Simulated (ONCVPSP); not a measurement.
Transferability test, ONCV potential for barium (Ba)

ONCVPSP 4.0.1 input, shortened (lines: element, Z, core and valence counts, functional; n l f; lmax; l rc ep ncon nbas qcut; lloc lpopt rc5 dvloc0; l nproj debl; icmod fcfact rcfact), PBE, scalar-relativistic:

```
  Ba 56.00    9    4        4      upf
    1    0    2.00
    2    0    2.00
    2    1    6.00
    3    0    2.00
    3    1    6.00
    3    2   10.00
    4    0    2.00
    4    1    6.00
    4    2   10.00
    5    0    2.00
    5    1    6.00
    5    2    0.50
    6    0    1.50
    2
    0    2.80    0.00    4    8    3.60
    1    2.10    0.00    3    7    4.10
    2    4.00    0.00    4    9    3.70
    4    5    1.50    2.00
    0    2    1.00
    1    2    1.80
    2    2    2.10
    3    4.75    1.05
```

Energies are relative to the spin-unpolarised reference configuration 5s2 5p6 5d0.5 6s1.5; without spin polarisation the order of configurations can differ from experiment.

Q: Give the all-electron excitation energy and the error of the potential for: 5s2 5p6 5d0 6s2; 5s2 5p6 5d0 6s1; 5s2 5p6 5d0 6s0; 5s1 5p6 5d0 6s2.

A:

| valence configuration | charge | ΔE all-electron (eV) | error AE − PS (meV) |
| --- | --- | --- | --- |
| 5s2 5p6 5d0 6s2 | 0 | -0.638 | +0.8 |
| 5s2 5p6 5d0 6s1 | +1 | 4.724 | +2.4 |
| 5s2 5p6 5d0 6s0 | +2 | 14.706 | +3.8 |
| 5s1 5p6 5d0 6s2 | +1 | 38.161 | -194 |

Levels in the configuration 5s2 5p6 5d0 6s0:

| level | all-electron (eV) | pseudo (eV) |
| --- | --- | --- |
| 5s | -45.982 | -45.985 |
| 5p | -30.907 | -30.892 |

Note: no bound ghost flagged; GHOST(+) flagged for s at 30.3 eV, d at 40.6 eV.
